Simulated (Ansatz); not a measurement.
System: SOF, charge 0, doublet. SOF (SMILES F[S]=O, doublet).
B3LYP-D3(BJ)/def2-TZVP minimum from Ansatz (a first-principles code):
```
S
O 1 1.4576
F 1 1.6228 2 108.23
```
Charge 0, spin multiplicity 2.

Total energies in hartree (Ansatz). Radicals and triplets start from unrestricted determinants; spin-orbit coupling is neglected. Cores are frozen in correlated methods. No relativity. The UHF reference of FOS (O=[S]F, doublet) is spin-contaminated (<S^2> up to 0.04 over the pure value in the sets run).

```csv
species,HF/cc-pV(T+d)Z,CCSD(T)/cc-pV(T+d)Z,HF/cc-pV(Q+d)Z,CCSD(T)/cc-pV(Q+d)Z,CCSDT(Q)/cc-pV(T+d)Z
"1: SOF (SMILES O=[S]F, doublet)",-571.87671,-572.56254,-571.89772,-572.64012,-572.56520
2: O (triplet),-74.81176,-74.97396,-74.81729,-74.99357,-74.97430
3: S (triplet),-397.50938,-397.65444,-397.51264,-397.66785,-397.65537
4: F (doublet),-99.40552,-99.62036,-99.41377,-99.65026,-99.62061
```

Q: Work out the atomisation energy (electronic, to ground-state atoms) in kJ/mol: take Hartree-Fock from cc-pV(Q+d)Z, extrapolate the CCSD(T) correlation energy as X^-3 (X = 3, 4), and add CCSDT(Q) - CCSD(T) in cc-pV(T+d)Z. 1 hartree = 2625.5 kJ/mol.

A: 
Species 1: correlation (64·(-0.74240) - 27·(-0.68583))/37 = -0.78368; step -0.00266; E1 = -571.89772 + (-0.78368) + (-0.00266) = -572.68406
Species 2: correlation (64·(-0.17628) - 27·(-0.16220))/37 = -0.18655; step -0.00034; E2 = -74.81729 + (-0.18655) + (-0.00034) = -75.00418
Species 3: correlation (64·(-0.15521) - 27·(-0.14506))/37 = -0.16262; step -0.00093; E3 = -397.51264 + (-0.16262) + (-0.00093) = -397.67619
Species 4: correlation (64·(-0.23649) - 27·(-0.21484))/37 = -0.25229; step -0.00025; E4 = -99.41377 + (-0.25229) + (-0.00025) = -99.66631
-1·E1 +1·E2 +1·E3 +1·E4 = 0.33738 hartree = 885.8 kJ/mol.
